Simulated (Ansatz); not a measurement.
`CC(C)[NH][Zr]([Cl])([Cl])[Cl]` + `CCCCBr` → `[Cl][Zr]([Cl])([Cl])[Br]` + `CCCCNC(C)C`  (formal exchange of groups at a Zr–N bond)

Program: Ansatz. Geometries: PBE0-D4/def2-TZVP. ΔE: electronic, gas phase. CCSD(T)/CBS is the MP2 limit (def2-TZVPP, def2-QZVPP) plus CCSD(T) − MP2 in def2-TZVPP, frozen cores. DFT in def2-TZVPP. def2 core potentials past Kr. For Br, Zr outer-core shells are correlated without core-valence functions, which leaves a few kJ/mol of doubt a bond. Scalar relativity is left out up to krypton. One conformer a species, not always the lowest.

Task: Is it downhill or uphill in electronic energy at CCSD(T)/CBS, and by how much? (Best estimate.)

Result: Ansatz gave: Downhill: ΔE = -44.4 kJ/mol.

Task: What do these levels give: PBE-D4, r2SCAN-D4, ωB97X-V, r2SCANh, CAM-B3LYP, LC-ωPBE? (Estimate.)

Result: Ansatz gave: PBE-D4 -46.8, r2SCAN-D4 -50.1, ωB97X-V -47.5, r2SCANh -51.9, CAM-B3LYP -50.9, LC-ωPBE -49.2 kJ/mol.

Largest T1 diagnostic among the species: 0.014.

From BLYP to BHLYP (50 % exact exchange), in def2-TZVPP and without D4, ΔE moves by −9.0 kJ/mol. At CCSD(T), def2-SVP lies −11.9 kJ/mol from the extrapolated value and def2-TZVPP +1.5 kJ/mol. Leaving LDA and LC-ωPBE aside and taking each functional with its dispersion term where it has one, the values, not all of them listed here, spread over 11.7 kJ/mol, from r2SCAN0-D4 to BLYP-D4. LDA lies −5.6 kJ/mol from PBE without D4.
